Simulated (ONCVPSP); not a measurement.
# What one change does to a pseudopotential (Ti, ONCV)

Ti (Z = 22), optimised norm-conserving Vanderbilt (ONCV), made with ONCVPSP 4.0.1 (LDA (Perdew-Wang 92), scalar-relativistic). Core [Ne], reference 3s2 3p6 3d2 4s2. Waves: 3s+4s: rc 1.45 bohr, ncon 4, nbas 9, qcut 10.5 1/bohr, 2 projectors; 3p: rc 1.60 bohr, ncon 3, nbas 6, qcut 8.1 1/bohr, 2 projectors, debl 1 Ha; 3d: rc 2.20 bohr, ncon 4, nbas 9, qcut 8.6 1/bohr, 2 projectors, debl 1.9 Ha. Local part: polynomial inside 1.35 bohr (lpopt 1, dvloc0 6 Ha). Core correction: Teter function, fcfact 2.5, rcfact 1.1.

In the p channel the program set the typed energies aside and used -1.426, 0.250 Ha.

Change: s: rc 1.9.

Cutoffs: the cutoffs (Ha) at which the residual kinetic energy of the hardest occupied pseudo-wave falls to 1 and 0.1 mHa per electron; they do not see the model core or the augmentation charge, which bear on the density cutoff. Errors are all-electron minus pseudo energies relative to the spin-unpolarised reference configuration.

Task: What does the change do?

Result: The potential gets softer (31 Ha and 38 Ha → 29 Ha and 35 Ha); of the 4 tests that both files solve, the error grows in 0 and shrinks in 1 by more than 15 % and 0.3 meV (median size 50.8 → 50.4 meV); neither file shows a bound ghost. A larger radius leaves more room for a smooth pseudo-wave, so fewer plane waves are needed.

```tsv
quantity	base	changed
cutoff, loose	31 Ha	29 Ha
cutoff, tight	38 Ha	35 Ha
loose cutoff by channel	s 31 Ha, p 20 Ha, d 23 Ha	s 29 Ha, p 20 Ha, d 23 Ha
bound ghosts	none	none
GHOST(+) flags under 300 eV	none	none
error for 3s2 3p6 3d2 4s1, meV [ΔE 7.53 eV]	+0.3	+0.2
error for 3s2 3p6 3d2 4s0, meV [ΔE 21.32 eV]	+1.9	+1.5
error for 3s2 3p6 3d1 4s0, meV [ΔE 48.52 eV]	+104	+103
error for 3s2 3p6 3d1 4s2, meV [ΔE 9.98 eV]	+100	+99
p: phases at 1.62 bohr within 0.05 rad from the reference energy up to (Ha; the scan ends near 5)	to the end of the scan	to the end of the scan
d: phases at 2.24 bohr within 0.05 rad from the reference energy up to (Ha; the scan ends near 5)	4.7	4.7
rms error of d²Exc/dni dnj with the model core, mHa	1.71	1.67
```
